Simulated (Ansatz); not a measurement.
This geometry of C$_{2}$H$_{10}$N$_{2}$Si (15 atoms, charge 0, multiplicity 1) is a first-order saddle point.

The calculation used RKS PBE-D4/def2-SVP (Ansatz).

```xyz
15
Properties=species:S:1:pos:R:3
N -1.228 0.188 1.542
C 0.144 -0.255 1.280
C 0.518 -0.362 -0.214
N -0.452 -1.209 -0.917
Si 0.561 1.355 -1.070
H -1.667 0.446 0.647
H -1.789 -0.608 1.865
H 0.318 -1.249 1.756
H 0.882 0.428 1.766
H 1.579 -0.732 -0.250
H -0.450 -2.159 -0.516
H -0.192 -1.319 -1.905
H 1.639 2.206 -0.454
H 0.875 1.152 -2.531
H -0.759 2.069 -0.971
```

(1) Which two structures does it join? (They come from a converged band through this point; their orientation in space is the band's.)

(2) How far does it lie above each of them?

Results:

(1) No bond is made or broken. The dihedral H7–N1–C2–C3 goes from 41 to 176°.

First end point:

```xyz
15
Properties=species:S:1:pos:R:3
N -1.223 0.178 1.573
C 0.151 -0.228 1.315
C 0.542 -0.406 -0.174
N -0.360 -1.396 -0.776
Si 0.418 1.231 -1.157
H -1.354 1.166 1.320
H -1.829 -0.353 0.931
H 0.326 -1.210 1.819
H 0.849 0.484 1.804
H 1.629 -0.694 -0.201
H -0.215 -2.317 -0.336
H -0.159 -1.526 -1.774
H 1.384 2.237 -0.586
H 0.786 0.967 -2.596
H -0.968 1.816 -1.134
```

Last end point:

```xyz
15
Properties=species:S:1:pos:R:3
N -0.972 0.516 1.376
C 0.233 -0.289 1.223
C 0.504 -0.463 -0.276
N -0.538 -1.331 -0.850
Si 0.428 1.270 -1.110
H -1.737 0.031 0.884
H -1.248 0.610 2.360
H 0.191 -1.305 1.704
H 1.092 0.240 1.690
H 1.547 -0.852 -0.408
H -0.380 -2.305 -0.556
H -0.488 -1.341 -1.876
H 1.187 2.275 -0.289
H 1.127 1.150 -2.447
H -0.967 1.742 -1.396
```

(2) 16.9 kJ/mol above the first and 20.6 kJ/mol above the second. This is the barrier of this one path; another mechanism may lie lower.

Time of the run: 88 s on 2 threads of Intel(R) Xeon(R) Platinum 8488C (Sapphire Rapids), on a shared host, peak memory 0.19 GiB.
